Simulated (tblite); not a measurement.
Species: C9H6S.
Atom-mapped SMILES: `[S:1]=[CH:2][C:3]1=[CH:4][C:5]2=[CH:6][CH:7]=[CH:8][C:9]2=[CH:10]1` (hydrogens: H11 on C2; H12 on C4; H13 on C6; H14 on C7; H15 on C8; H16 on C10)

Structure optimised with GFN2-xTB, isolated species.

Task: List the bond lengths, angles and torsions at this level.

Result: 
| bond | length (bohr) |
| --- | --- |
| S1=C2 | 3.111 |
| C2–C3 | 2.650 |
| C3=C4 | 2.613 |
| C4–C5 | 2.698 |
| C5=C6 | 2.578 |
| C6–C7 | 2.745 |
| C7=C8 | 2.562 |
| C8–C9 | 2.745 |
| C9=C10 | 2.548 |
| C3–C10 | 2.804 |
| C5–C9 | 2.755 |
| C2–H11 | 2.052 |
| C4–H12 | 2.030 |
| C6–H13 | 2.033 |
| C7–H14 | 2.031 |
| C8–H15 | 2.029 |
| C10–H16 | 2.031 |

A selection of angles:
| angle | degrees |
| --- | --- |
| S1–C2–C3 | 124.8 |
| S1–C2–H11 | 118.0 |
| C3–C2–H11 | 117.2 |
| C2–C3–C4 | 126.8 |
| C2–C3–C10 | 124.7 |
| C4–C3–C10 | 108.5 |
| C3–C4–C5 | 107.5 |
| C3–C4–H12 | 126.2 |
| C5–C4–H12 | 126.3 |
| C4–C5–C6 | 144.2 |
| C4–C5–C9 | 107.6 |
| C6–C5–C9 | 108.1 |
| C5–C6–C7 | 107.7 |
| C5–C6–H13 | 128.0 |
| C7–C6–H13 | 124.3 |
| C6–C7–C8 | 110.2 |
| C6–C7–H14 | 123.4 |
| C8–C7–H14 | 126.4 |
| C7–C8–C9 | 107.1 |
| C7–C8–H15 | 127.3 |
| C9–C8–H15 | 125.5 |
| C8–C9–C10 | 144.4 |
| C5–C9–C8 | 106.8 |
| C5–C9–C10 | 108.8 |
| C9–C10–H16 | 129.8 |
| C3–C10–C9 | 107.5 |
| C3–C10–H16 | 122.7 |

Torsions: S1–C2–C3–C4 180° (antiperiplanar); C2–C3–C4–C5 180° (antiperiplanar); C3–C4–C5–C6 180° (antiperiplanar); C4–C5–C6–C7 180° (antiperiplanar); C5–C6–C7–C8 0° (synperiplanar); C6–C7–C8–C9 0° (synperiplanar); C7–C8–C9–C10 180° (antiperiplanar); C8–C9–C10–C3 180° (antiperiplanar); C2–C3–C10–C9 180° (antiperiplanar); C4–C5–C9–C8 180° (antiperiplanar).

The 5-membered ring C3–C4–C5–C9–C10 has internal angles of 107.5° to 108.8° (sum 540°, against 540° for a flat polygon); it is planar, 0.00 Å rms from its mean plane, widest ring torsion 0°. The 5-membered ring C5–C6–C7–C8–C9 has internal angles of 106.8° to 110.2°; it is planar, 0.00 Å rms from its mean plane, widest ring torsion 0°. The C–C distances run from 1.348 Å (C9=C10, drawn double) to 1.484 Å (C3–C10, drawn single), a spread of 0.136 Å. Of the pairs four or more bonds apart, S1···H16 is among the closest relative to their van der Waals radii: 2.90 Å, 97 % of the sum of Bondi's values. The 10 heavy atoms lie in one plane (0.000 Å rms).

Point group: Cs (tolerance 0.08 Å). Its GFN2-xTB frequencies are all real (lowest 68 cm⁻¹). One conformer, not necessarily the lowest.

The run took 0.26 s of wall time on an Arm Neoverse V1 with one thread, no GPU (shared host). This is the geometry optimisation.

All values are computed, not measured.
